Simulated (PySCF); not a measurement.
RuO₃, SMILES [O]=[Ru](=[O])=[O] (connectivity only; charge and spin as stated), neutral, multiplicity 3.

The structure is a stationary point at r2SCAN-D4/def2-TZVP. The multiplicity is an assumed one; other spin states were not compared. The def2 effective core potentials stand for the cores of Ru; spin–orbit coupling is left out.

Method: PySCF 2.14.0 with TDA-PBE/def2-SVPD.

Vertical excitations. The molecule is in vacuum.

Computed excitation energies, oscillator strengths and character:
| state | energy (eV) | λ (nm) | f | main pairs |
|---|---|---|---|---|
| root 1 | 0.57 | 2172 | 0.000 | α HOMO→LUMO 96 % |
| root 2 | 1.59 | 780 | 0.000 | β HOMO→LUMO 99 % |
| root 3 | 1.97 | 630 | 0.000 | α HOMO−1→LUMO 97 % |
| root 4 | 2.18 | 569 | 0.002 | α HOMO−2→LUMO 5 %, β HOMO−1→LUMO 92 % |
| root 5 | 2.29 | 540 | 0.002 | β HOMO−2→LUMO 96 % |
| root 6 | 2.40 | 518 | 0.000 | α HOMO−2→LUMO 61 %, β HOMO→LUMO+1 25 %, β HOMO−3→LUMO 9 % |
| root 7 | 2.50 | 497 | 0.003 | β HOMO−3→LUMO 87 % |
| root 8 | 2.79 | 444 | 0.002 | α HOMO−2→LUMO 24 %, β HOMO→LUMO+1 69 % |
| root 9 | 2.87 | 433 | 0.000 | α HOMO→LUMO+1 38 %, β HOMO→LUMO+2 44 %, β HOMO−3→LUMO+1 8 % |
| root 10 | 2.88 | 431 | 0.000 | α HOMO−3→LUMO 64 %, β HOMO−2→LUMO+1 27 % |
Unrestricted roots are not spin-pure.
